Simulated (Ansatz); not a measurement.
Basis sets compared for the cluster B₄H₄⁻ (the lowest doublet isomer of a short search). The state is a doublet with charge -1. Geometry r2SCAN-D4/def2-TZVPD. Ansatz on 4 threads of Arm Neoverse V1 on a shared host; times are rough, and most runs start from earlier orbitals.

| atom | x (Å) | y (Å) | z (Å) |
| --- | --- | --- | --- |
| B1 | 0.7170 | -0.3174 | 0.6913 |
| B2 | -0.2280 | 1.0002 | -0.1985 |
| B3 | 0.4009 | -0.3263 | -0.9085 |
| B4 | -0.8898 | -0.3574 | 0.4165 |
| H5 | -1.9249 | -0.8495 | 0.7845 |
| H6 | 0.7533 | -0.7854 | -1.9640 |
| H7 | 1.5662 | -0.5490 | 1.5124 |
| H8 | -0.3947 | 2.1848 | -0.3337 |

At HF/STO-3G, PBE-D4/def2-SVPD, PBE-D4/def2-TZVPD the highest occupied level of the charge -1 doublet lies above zero (up to 0.88 eV). In Hartree–Fock with STO-3G the lack of diffuse functions raises the level. By energy differences its removal costs 2.16 eV (vertical, to the charge 0 singlet, at PBE0-D4/def2-TZVPD). The structure comes from a short search, and lower isomers may exist.

```json
{"level": "HF/STO-3G", "functions": "24", "energy (Eh)": "-99.5746", "HOMO (eV)": "0.63", "LUMO (eV)": "11.02", "wall time": "0.1 s"}
{"level": "HF/6-31G", "functions": "44", "energy (Eh)": "-100.8950", "HOMO (eV)": "-2.26", "LUMO (eV)": "6.87", "wall time": "0.2 s"}
{"level": "PBE-D4/def2-SVPD", "functions": "112", "energy (Eh)": "-101.5182", "HOMO (eV)": "0.88", "LUMO (eV)": "1.74", "wall time": "1.2 s"}
{"level": "PBE0-D4/def2-SVPD", "functions": "112", "energy (Eh)": "-101.5429", "HOMO (eV)": "-0.15", "LUMO (eV)": "2.67", "wall time": "1.4 s"}
```

(1) Estimate the rows for HF/def2-TZVPD, PBE-D4/def2-TZVPD, PBE0-D4/def2-TZVPD.

Results:

(1) 
| level | functions | energy (Eh) | HOMO (eV) | LUMO (eV) | wall time |
| --- | --- | --- | --- | --- | --- |
| HF/def2-TZVPD | 184 | -100.9890 | -2.56 | 4.58 | 2.4 s |
| PBE-D4/def2-TZVPD | 184 | -101.6214 | 0.86 | 1.74 | 2.5 s |
| PBE0-D4/def2-TZVPD | 184 | -101.6446 | -0.15 | 2.67 | 3 s |
